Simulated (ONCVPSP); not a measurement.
# Building the ONCV potential for Ca (Z = 20) (PBE, scalar-relativistic).

Ca, optimised norm-conserving Vanderbilt (ONCV), made with ONCVPSP 4.0.1 (PBE, scalar-relativistic). Core [Ne], reference 3s2 3p6 (charge +2). Waves: 3s: rc 1.85 bohr, ncon 4, nbas 8, qcut 7.5 1/bohr, 2 projectors, debl 2.8 Ha; 3p: rc 1.15 bohr, ncon 5, nbas 8, qcut 8.4 1/bohr, 2 projectors, debl 3.3 Ha; d scattering state at 0.16 Ha: rc 1.55 bohr, ncon 4, nbas 8, qcut 5.7 1/bohr, 3 projectors, debl 1 Ha. Local part: polynomial inside 1.05 bohr (lpopt 5, dvloc0 0 Ha). Core correction: Teter function, fcfact 5.5, rcfact 1.25.

In the d channel the program set the typed energies aside and used 0.050, 1.050, 2.050 Ha.

* Cutoffs needed: 28 Ha and 40 Ha (the cutoffs (Ha) at which the residual kinetic energy of the hardest occupied pseudo-wave falls to 1 and 0.1 mHa per electron) The cutoffs count occupied waves only; projector 1 of the d channel, the hardest unoccupied one, needs 85 Ha at the loose tolerance.
* Ghost test: ghosts flagged at negative energy: d at -158.5 eV (a further GHOST(-) flag falls on a real empty level of the atom); no localised positive-energy state flagged; a true bound ghost makes a file unfit for plane-wave use
* Largest excitation error: -89 meV (all-electron minus pseudo) for 3s1 3p6 4s2, out of 4 test configurations
* rms error of d²Exc/dni dnj: 2.53 mHa without and 1.27 mHa with the model core
